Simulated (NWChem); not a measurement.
Species: C$_{3}$H$_{5}$Br; SMILES C=C(C)Br

```xyz
9

C      1.3099    -1.5286     0.0000
C      0.1130    -0.9438     0.0000
C     -1.2111    -1.6282     0.0000
Br     0.0004     0.9567     0.0000
H      2.2390    -0.9569     0.0000
H      1.3736    -2.6205     0.0000
H     -1.8000    -1.3434     0.8859
H     -1.0766    -2.7196     0.0000
H     -1.8000    -1.3434    -0.8859
```
Atoms are numbered in this order, from 1.

Results from NWChem. Pople sets run with spherical d functions. STO-3G and 3-21G are far too small for this property and stand as cheap habits. Structure relaxed at the PBE0/def2-SVP level. B3LYP is NWChem's, with the RPA form of VWN correlation. GIAO values for the isolated, static molecule; σ is the absolute isotropic shielding, δ = σ(reference) − σ with the isolated reference molecule computed at the same levels (13C: tetramethylsilane, 1H: tetramethylsilane). Spin-orbit effects, on the heavy nuclei and on their neighbours, are missing.

For level B3LYP/6-31G*:

```yaml
"δ C1 (ppm)": 113.0
"δ C2 (ppm)": 137.8
"δ C3 (ppm)": 28.4
"σ Br4 (ppm)": 2096.2
"δ H5 (ppm)": 5.13
"δ H6 (ppm)": 5.24
"δ H7 (rotor mean) (ppm)": 2.00
```

Question: How do the values read with level Hartree-Fock/STO-3G instead?

Answer: 
* **δ C1 (ppm)**: 115.3
* **δ C2 (ppm)**: 133.5
* **δ C3 (ppm)**: 27.0
* **σ Br4 (ppm)**: 2761.1
* **δ H5 (ppm)**: 5.76
* **δ H6 (ppm)**: 5.64
* **δ H7 (rotor mean) (ppm)**: 1.74
